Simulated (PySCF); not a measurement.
Point-charge models of `Cc1cccn1C` against its computed dipole.

Coordinates (PBE0-D3(BJ)/def2-SVP, Å) and charges (e) from the PBE0/pcSseg-1 density (PySCF):

```csv
atom,x,y,z,Mulliken,IAO,Hirshfeld,ESP-fitted
C1,-1.634,-1.028,0.135,-0.1588,-0.4234,-0.1168,-0.5747
C2,-0.193,-0.658,0.110,+0.1037,+0.0440,+0.0196,+0.2204
C3,0.938,-1.452,0.117,-0.2117,-0.2341,-0.1115,-0.4475
C4,2.069,-0.593,0.085,-0.1581,-0.2234,-0.1096,-0.1805
C5,1.592,0.698,0.060,+0.1331,-0.1283,-0.0485,-0.4400
N6,0.222,0.653,0.076,-0.6602,-0.0700,-0.0102,+0.2693
C7,-0.650,1.795,0.057,-0.0492,-0.3030,-0.0498,-0.4163
H8,-2.157,-0.624,1.018,+0.1278,+0.1419,+0.0410,+0.1538
H9,-2.176,-0.669,-0.757,+0.1279,+0.1419,+0.0410,+0.1540
H10,-1.734,-2.121,0.164,+0.1335,+0.1583,+0.0523,+0.1830
H11,0.940,-2.540,0.142,+0.0628,+0.1455,+0.0422,+0.2185
H12,3.117,-0.887,0.081,+0.0806,+0.1502,+0.0446,+0.1853
H13,2.116,1.652,0.032,+0.0957,+0.1484,+0.0487,+0.2328
H14,-1.285,1.832,0.957,+0.1245,+0.1473,+0.0495,+0.1439
H15,-0.045,2.710,0.028,+0.1239,+0.1575,+0.0577,+0.1537
H16,-1.306,1.788,-0.828,+0.1244,+0.1473,+0.0495,+0.1441
```

**Question.** Compute μ = Σ q r for each scheme (1 e·Å = 4.803 D) and compare with the dipole of the full density.

**Answer.** The full density gives (-1.70, 1.64, -0.02) D, 2.36 D in size; dipole vectors point from the negative to the positive end.

| scheme | μx | μy | μz | size (D) | share of the full size (%) | angle to the full dipole (°) |
| --- | --- | --- | --- | --- | --- | --- |
| Mulliken | -3.79 | 1.61 | 0.00 | 4.12 | 174 | 21 |
| IAO | -1.83 | 1.84 | -0.02 | 2.59 | 110 | 1 |
| Hirshfeld | -1.48 | 1.49 | -0.02 | 2.10 | 89 | 1 |
| ESP-fitted | -1.71 | 1.63 | -0.02 | 2.36 | 100 | 0 |

**Question.** Which set comes closest?

**Answer.** Length of the difference vector: ESP-fitted 0.01 D, IAO 0.23 D, Hirshfeld 0.27 D, Mulliken 2.09 D. Closest: ESP-fitted. 

**Question.** What is left for the Hirshfeld atoms' own dipoles?

**Answer.** The shares of the density sum to the whole, so what Σ q r misses lies in dipoles about the nuclei. The atomic dipoles sum to (-1.70, 1.64, -0.02) − (-1.48, 1.49, -0.02) = (-0.22, 0.15, 0.00) D, 0.27 D in size.

**Question.** With the origin at the mean of the coordinates, (-0.012, 0.035, 0.092) Å, which are the largest single terms, by size, of the ESP-fitted dipole along the direction of the full one?

**Answer.** C3 +3.69, C7 -3.36, H11 -2.60, H12 -2.57, C4 +1.68 D; all 16 atoms together +2.36 D. The single terms depend on the origin, their sum doesn't.

**Question.** Give the size of the full dipole in other units.

**Answer.** 2.36 D = 0.930 au = 0.492 e·Å = 7.89 × 10⁻³⁰ C·m.

Geometry: PBE0-D3(BJ)/def2-SVP; no solvent, vibrations or thermal averaging.
